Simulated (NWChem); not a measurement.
Molecule: HTeF; SMILES F[TeH]

Program: NWChem. def2 effective core potentials on Te; no spin-orbit coupling. Each level has its own optimisation; frequencies are unscaled.

Problem. Among these, which level gives the highest value of “highest harmonic frequency (cm⁻¹)”?
(A) BLYP/def2-SVP
(B) PBE0/def2-SVP
(C) LDA (Slater exchange, VWN5)/def2-SVP
(D) PBE/def2-SVP

Solution. B, PBE0/def2-SVP. Values: BLYP/def2-SVP 1990; PBE/def2-SVP 2029; LDA (Slater exchange, VWN5)/def2-SVP 2039; PBE0/def2-SVP 2130
